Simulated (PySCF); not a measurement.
**Beryllium: a sound run and one with changed settings**

Sound run: Be²⁺ 1s2, Be³⁺ 1s1. Calculation: PySCF 2.14, in jorge-DZP-DKH; scalar relativity by spin-free X2C-1e. The sound run starts from symmetry-adapted Hartree-Fock orbitals and uses a fine grid where one is needed.

Changed run: initial guess 1e, at most 2 SCF cycles. This setting is unsound on purpose.

```json
{"species": "Be²⁺", "method": "UHF", "sound run (hartree)": "-13.61293", "changed run (hartree)": "-13.61293", "converged": "no"}
{"species": "Be²⁺", "method": "M06-L", "sound run (hartree)": "-13.68722", "changed run (hartree)": "-13.68721", "converged": "no"}
{"species": "Be²⁺", "method": "r2SCAN", "sound run (hartree)": "-13.65909", "changed run (hartree)": "-13.65908", "converged": "no"}
{"species": "Be³⁺", "method": "UHF", "sound run (hartree)": "-7.99554", "changed run (hartree)": "-7.99554", "converged": "yes"}
{"species": "Be³⁺", "method": "M06-L", "sound run (hartree)": "-8.00863", "changed run (hartree)": "-8.00863", "converged": "no"}
{"species": "Be³⁺", "method": "r2SCAN", "sound run (hartree)": "-7.99730", "changed run (hartree)": "-7.99730", "converged": "no"}
```

The SCF was stopped early; the energies are upper bounds that still move, and correlated levels were skipped or rest on poor orbitals.
